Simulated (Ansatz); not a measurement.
From F to I: the HOMO–LUMO gap

All atoms of one element are swapped for its congeners: CHF2 (difluoromethyl radical) `F[CH]F`; CHBr2 `Br[CH]Br`; CHI2 `I[CH]I`. The Cl member is missing. All are doublets with charge 0.

Shapes, held fixed at every level: PBE0-D4/def2-TZVP. Programs: Ansatz 0.2.0. Values in eV.

How should the HOMO–LUMO gap change along the series?

At wB97X-V/def2-TZVPP the HOMO–LUMO gap falls at every step, from 9.83 to 7.78 eV. Every level shows the same order. Open shells run unrestricted unless RO is named. For atoms past krypton def2 sets carry core potentials with scalar relativity. Relativity is left out for Br unless named. Orbital gaps aren't excitation energies, and the LUMO depends on the basis.

```tsv
level	CHF2	CHBr2	CHI2
r2SCAN-D4/def2-TZVPP	3.60	2.57	2.32
B3LYP-D4/def2-TZVPP	4.48	3.36	3.07
BHLYP-D4/def2-TZVPP	8.10	6.33	5.82
PBE0-D4/def2-TZVPP	5.36	4.02	3.66
r2SCAN0-D4/def2-TZVPP	6.32	4.78	4.37
wB97M-V/def2-TZVPP	9.40	7.89	7.43
wB97X-V/def2-TZVPP	9.83	8.26	7.78
```
